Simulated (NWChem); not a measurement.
System: C$_{2}$H$_{3}$ClO$_{2}$Si; SMILES C#C[Si](O)(O)Cl

NWChem input:

```
start job
memory heap 200 mb stack 900 mb global 1100 mb
geometry units angstroms noautosym
  C      0.941951     2.676588     0.026333
  C      0.431992     1.573105    -0.018077
  Si    -0.348165    -0.073601    -0.050102
  O     -1.349959    -0.282080     1.241230
  O     -1.261764    -0.294308    -1.393062
  Cl     1.181086    -1.445482    -0.044893
  H      1.395342     3.652117     0.058047
  H     -1.029425    -0.022971     2.112074
  H     -2.244325    -0.501561    -1.187293
end
basis spherical
  * library def2-svp
end
dft
  xc pbe0
  grid fine
  iterations 150
end
driver
  maxiter 120
  tight
end
task dft optimize
task dft freq
```

Output (shortened):

```
             Northwest Computational Chemistry Package (NWChem) 7.3.0
             --------------------------------------------------------

                             Geometry "geometry" -> ""
                             -------------------------

 Output coordinates in angstroms (scale by  1.889725989 to convert to a.u.)

  No.       Tag          Charge          X              Y              Z
 ---- ---------------- ---------- -------------- -------------- --------------
    1 C                    6.0000     0.93105394     2.70221653     0.05289592
    2 C                    6.0000     0.42109494     1.59873353     0.00848592
    3 Si                  14.0000    -0.35906206    -0.04797247    -0.02353908
    4 O                    8.0000    -1.36085606    -0.25645147     1.26779292
    5 O                    8.0000    -1.27266106    -0.26867947    -1.36649908
    6 Cl                  17.0000     1.17018894    -1.41985347    -0.01833008
    7 H                    1.0000     1.38444494     3.67774553     0.08460992
    8 H                    1.0000    -1.04032206     0.00265753     2.13863692
    9 H                    1.0000    -2.25522206    -0.47593247    -1.16073008

 Effective nuclear repulsion energy (a.u.)     345.6114768355

                                Z-matrix (autoz)
                                --------

 Units are Angstrom for bonds and degrees for angles

[...]

      ----------------------
      Optimization converged
      ----------------------

  Step       Energy      Delta E   Gmax     Grms     Xrms     Xmax
  ---- ---------------- -------- -------- -------- -------- --------
@   38    -977.30884865  5.6D-09  0.00001  0.00000  0.00002  0.00004
                                     ok       ok       ok       ok

                                Z-matrix (autoz)
                                --------

 Units are Angstrom for bonds and degrees for angles

[...]

 Rotational Constants
 --------------------
 A=   0.090520 cm-1  (  0.130235 K)
 B=   0.062169 cm-1  (  0.089445 K)
 C=   0.050936 cm-1  (  0.073284 K)

 Temperature                      =   298.15K
 frequency scaling parameter      =   1.0000

 Zero-Point correction to Energy  =   31.417 kcal/mol  (  0.050067 au)
 Thermal correction to Energy     =   36.519 kcal/mol  (  0.058196 au)
 Thermal correction to Enthalpy   =   37.111 kcal/mol  (  0.059140 au)

 Total Entropy                    =   87.924 cal/mol-K
   - Translational                =   40.292 cal/mol-K (mol. weight = 121.9591)
   - Rotational                   =   28.110 cal/mol-K (symmetry #  =        1)
   - Vibrational                  =   19.522 cal/mol-K

 Cv (constant volume heat capacity) =   27.318 cal/mol-K
   - Translational                  =    2.979 cal/mol-K
   - Rotational                     =    2.979 cal/mol-K
   - Vibrational                    =   21.359 cal/mol-K

[normal modes left out]

 ----------------------------------------------------------------------------
 Normal Eigenvalue ||           Projected Infra Red Intensities
  Mode   [cm**-1]  || [atomic units] [(debye/angs)**2] [(KM/mol)] [arbitrary]
 ------ ---------- || -------------- ----------------- ---------- -----------
    1       -0.000 ||    0.000234           0.005         0.228       0.033
    2       -0.000 ||    0.000001           0.000         0.001       0.000
    3       -0.000 ||    0.000222           0.005         0.216       0.031
    4        0.000 ||    0.000210           0.005         0.204       0.029
    5        0.000 ||    0.000026           0.001         0.026       0.004
    6        0.000 ||    0.000002           0.000         0.002       0.000
    7      112.910 ||    0.001654           0.038         1.612       0.232
    8      120.690 ||    0.019423           0.448        18.934       2.730
    9      166.709 ||    0.018887           0.436        18.412       2.655
   10      193.193 ||    0.107926           2.490       105.212      15.169
   11      256.830 ||    0.020802           0.480        20.279       2.924
   12      293.738 ||    0.081126           1.872        79.086      11.402
   13      328.611 ||    0.033552           0.774        32.708       4.716
   14      368.591 ||    0.018576           0.429        18.109       2.611
   15      386.634 ||    0.045580           1.052        44.433       6.406
   16      535.826 ||    0.087185           2.011        84.993      12.254
   17      666.567 ||    0.209703           4.838       204.429      29.473
   18      749.129 ||    0.026675           0.615        26.004       3.749
   19      759.997 ||    0.026915           0.621        26.238       3.783
   20      794.674 ||    0.234096           5.401       228.209      32.901
   21      808.543 ||    0.235514           5.434       229.591      33.101
   22      922.168 ||    0.201466           4.648       196.399      28.315
   23      998.052 ||    0.146332           3.376       142.651      20.566
   24     2181.102 ||    0.068764           1.586        67.034       9.665
   25     3474.150 ||    0.051724           1.193        50.423       7.270
   26     3930.262 ||    0.155285           3.583       151.379      21.825
   27     3938.829 ||    0.129188           2.980       125.939      18.157
 ----------------------------------------------------------------------------
```

Level: PBE0/def2-SVP.
